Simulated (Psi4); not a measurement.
Cl2O2W, singlet, geometry from GFN2-xTB (such geometries of metal compounds can be far from the true shape) (core potentials on W); PBE0/def2-SVP in Psi4 1.11.

Input for Psi4:
```
memory 2 GB

molecule mol {
0 1
  W     0.220708   -0.043837    0.072484
  O     1.421067   -0.597577   -0.956774
  O     0.715303    0.173252    1.658394
  Cl   -0.535690    1.843740   -0.688017
  Cl   -1.430390   -1.453238    0.042322
}

set basis def2-svp
set reference rks

energy('pbe0')
print_variables()
```

It wrote (shortened):

```
   => Loading Basis Set <=

    Name: DEF2-SVP
    Role: ORBITAL
    Keyword: BASIS

    !!!  WARNING: ECP capability is in beta. Please check occupations closely.  !!!

         ---------------------------------------------------------
                                   SCF
               by Justin Turney, Rob Parrish, Andy Simmonett
                          and Daniel G. A. Smith
                              RKS Reference
         ---------------------------------------------------------

  ==> Geometry <==

    Molecular point group: c1
    Full point group: C1

    Geometry (in Angstrom), charge = 0, multiplicity = 1:

       Center              X                  Y                   Z               Mass
    ------------   -----------------  -----------------  -----------------  -----------------
         W            0.199653822606    -0.039655180315     0.065569740348   183.950930920000
         O            1.400012822606    -0.593395180315    -0.963688259652    15.994914619570
         O            0.694248822606     0.177433819685     1.651479740348    15.994914619570
         CL          -0.556744177394     1.847921819685    -0.694931259652    34.968852682000
         CL          -1.451444177394    -1.449056180315     0.035407740348    34.968852682000

  Running in c1 symmetry.

  Rotational constants: A =      0.08735  B =      0.06090  C =      0.04916 [cm^-1]
  Rotational constants: A =   2618.74241  B =   1825.72580  C =   1473.69393 [MHz]
  Nuclear repulsion =  334.248325347854404

  Charge       = 0
  Multiplicity = 1
  Electrons    = 64
  Nalpha       = 32
  Nbeta        = 32

  ==> Algorithm <==

  SCF Algorithm Type is DF.
  DIIS enabled.
  MOM disabled.
  Fractional occupation disabled.
  Guess Type is SAD.
  Energy threshold   = 1.00e-06
  Density threshold  = 1.00e-06
  Integral threshold = 1.00e-12

  ==> Primary Basis <==

  Basis Set: DEF2-SVP
    Blend: DEF2-SVP
    Number of shells: 40
    Number of basis functions: 96
    Number of Cartesian functions: 105
    Spherical Harmonics?: true
    Max angular momentum: 3

  Core potential: DEF2-SVP
    Number of shells: 4
    Number of ECP primitives: 10
    Number of ECP core electrons: 60
    Max angular momentum: 3

  ==> DFT Potential <==

   => LibXC <=

    Version 7.1.2
    S. Lehtola, C. Steigemann, M. J. T. Oliveira, and M. A. L. Marques,  SoftwareX 7, 1–5 (2018) (10.1016/j.softx.2017.11.002)

   => Composite Functional: PBE0 <=

    PBE0 Hyb-GGA Exchange-Correlation Functional

    C. Adamo and V. Barone,  J. Chem. Phys. 110, 6158 (1999) (10.1063/1.478522)
    M. Ernzerhof and G. E. Scuseria,  J. Chem. Phys. 110, 5029 (1999) (10.1063/1.478401)

    Deriv               =              1
    GGA                 =           TRUE
    Meta                =          FALSE

    Exchange Hybrid     =           TRUE
    MP2 Hybrid          =          FALSE

   => Exchange Functionals <=

    0.7500   Perdew, Burke & Ernzerhof

   => Exact (HF) Exchange <=

    0.2500               HF

   => Correlation Functionals <=

    1.0000   Perdew, Burke & Ernzerhof

   => LibXC Density Thresholds  <==

    XC_HYB_GGA_XC_PBEH:  1.00E-15

   => Molecular Quadrature <=

    Radial Scheme          =       TREUTLER
    Pruning Scheme         =           NONE
    Nuclear Scheme         =       TREUTLER

    Blocking Scheme        =         OCTREE
    BS radius alpha        =              1
    Pruning alpha          =              1
    Radial Points          =             75
    Spherical Points       =            302
    Total Points           =         108553
    Total Blocks           =            918
    Max Points             =            256
    Max Functions          =             92
    Weights Tolerance      =       1.00E-15

   => Loading Basis Set <=

    Name: (DEF2-SVP AUX)
    Role: JKFIT
    Keyword: DF_BASIS_SCF

  ==> Integral Setup <==

  SCF_SUBTYPE=INCORE selected. In-core MEM_DF algorithm will be used.
  Using in-core AOs.

[...]
    wK tasked:                   No
    Algorithm:                 Core
    Schwarz Cutoff:           1E-12
    Mask sparsity (%):       2.4957
    Fitting Condition:        1E-10

   => Auxiliary Basis Set <=

  Basis Set: (DEF2-SVP AUX)
    Blend: DEF2-UNIVERSAL-JKFIT
    Number of shells: 171
    Number of basis functions: 637
    Number of Cartesian functions: 837
    Spherical Harmonics?: true
    Max angular momentum: 6

  Minimum eigenvalue in the overlap matrix is 8.0474049536E-03.
  Reciprocal condition number of the overlap matrix is 1.9267012159E-03.
    Using symmetric orthogonalization.

  ==> Pre-Iterations <==

  SCF Guess: Superposition of Atomic Densities via on-the-fly atomic UHF (no occupation information).

   -------------------------
    Irrep   Nso     Nmo
   -------------------------
     A         96      96
   -------------------------
    Total      96      96
   -------------------------

  ==> Iterations <==

                           Total Energy        Delta E     RMS |[F,P]|

   @DF-RKS iter SAD: -1136.45155536802508   -1.13645e+03   0.00000e+00
   @DF-RKS iter   1: -1136.51792330667604   -6.63679e-02   1.37656e-02 ADIIS/DIIS
   @DF-RKS iter   2: -1127.50291060985455    9.01501e+00   4.26059e-02 ADIIS/DIIS
   @DF-RKS iter   3: -1137.12892245585658   -9.62601e+00   5.99853e-03 ADIIS/DIIS
   @DF-RKS iter   4: -1137.23370268253916   -1.04780e-01   2.35679e-03 ADIIS/DIIS
   @DF-RKS iter   5: -1137.25712919773218   -2.34265e-02   8.78841e-04 ADIIS/DIIS
   @DF-RKS iter   6: -1137.25930342123229   -2.17422e-03   4.62491e-04 ADIIS/DIIS
   @DF-RKS iter   7: -1137.25981940574184   -5.15985e-04   2.61882e-04 ADIIS/DIIS
   @DF-RKS iter   8: -1137.26006519236535   -2.45787e-04   3.82048e-05 DIIS
   @DF-RKS iter   9: -1137.26007160280392   -6.41044e-06   6.53870e-06 DIIS
   @DF-RKS iter  10: -1137.26007176527492   -1.62471e-07   2.37266e-06 DIIS
   @DF-RKS iter  11: -1137.26007178509781   -1.98229e-08   9.96946e-07 DIIS
  Energy and wave function converged.

  ==> Post-Iterations <==

   Electrons on quadrature grid:
      Ntotal   =   64.0000953935 ; deviation = 9.539e-05

    Orbital Energies [Eh]
    ---------------------

    Doubly Occupied:

[...]
    Virtual:

[...]
      96A    575.920123

    Final Occupation by Irrep:
              A
    DOCC [    32 ]
    NA   [    32 ]
    NB   [    32 ]

  @DF-RKS Final Energy: -1137.26007178509781

   => Energetics <=

    Nuclear Repulsion Energy =            334.2483253478544043
    One-Electron Energy =               -2255.1780630977473265
    Two-Electron Energy =                 844.9100524440689242
    DFT Exchange-Correlation Energy =     -61.2403864792737522
    Empirical Dispersion Energy =           0.0000000000000000
    VV10 Nonlocal Energy =                  0.0000000000000000
    Total Energy =                      -1137.2600717850978072

Computation Completed

Properties will be evaluated at   0.000000,   0.000000,   0.000000 [a0]

Properties computed using the SCF density matrix

 Multipole Moments:

 ------------------------------------------------------------------------------------
     Multipole            Electronic (a.u.)      Nuclear  (a.u.)        Total (a.u.)
 ------------------------------------------------------------------------------------

 L = 1.  Multiply by 2.5417464519 to convert [e a0] to [Debye]
 Dipole X            :         26.9041523          -27.5710198           -0.6668675
 Dipole Y            :         -5.3437242            5.4761475            0.1324233
 Dipole Z            :          8.8357902           -9.0547959           -0.2190057
 Magnitude           :                                                    0.7142910

 ------------------------------------------------------------------------------------

  Variable Map:
  ----------------------------------------------------------------------------
[...]
  Array Variable Map:
  ----------------------------------------------------------------------------
[...]
[...]
```
